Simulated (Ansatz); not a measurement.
**One molecule, several partners**

SiH₃F (SMILES [SiH3]F) beside different partners, each pair relaxed from a docking trial to one local arrangement, named by its closest contact against the van der Waals radii; a more strongly bound one may exist. Pairs that react, share a proton or have a doubtful reference are left out. Counterpoise interaction energies from the frozen fragments; negative means bound. Gas-phase electronic energies, without zero-point energy, by CCSD(T) at an estimated basis limit (MP2 extrapolated from triple and quadruple zeta, plus CCSD(T) − MP2 in triple zeta); Ansatz 0.2.0, def2-TZVPPD and QZVPPD, frozen cores, core potentials past krypton, on PBE0-D4/def2-TZVP structures. Extrapolation: Hartree–Fock as exp(−7.88 √X), correlation as X^−2.97.

| partner | closest contact, atom of SiH₃F first (Å) | interaction energy (kJ/mol) |
| --- | --- | --- |
| HF | F···H 1.79 | ? |
| WF₆ (SMILES F[W](F)(F)(F)(F)F) | Si···F 3.32 | -8.0 |
| H₂ | Si···H 3.77 | -0.7 |
| HCl | F···H 2.02 | -12.0 |
| TiCl₄ (SMILES Cl[Ti](Cl)(Cl)Cl) | F···Ti 3.26 | -11.9 |

Task: What is the interaction energy with HF? (Judge from chemistry; the value comes from the calculation.)

Result: Computed: -19.7 kJ/mol. It counts from the two fragments frozen as in the pair.

The T1 diagnostic stays at or below 0.025. The outer cores of Ti are correlated in sets not built for that, so values that involve them are less sure.

For scale, one of the runs: CCSD(T)/def2-TZVPPD, 438 basis functions (an equivalent command: `ansatz run in.yaml --threads 4 --backend cuda`). Hardware: 4 CPU threads and a share of one NVIDIA H100, shared host. Wall time 56 s; peak host memory 0.92 GiB.
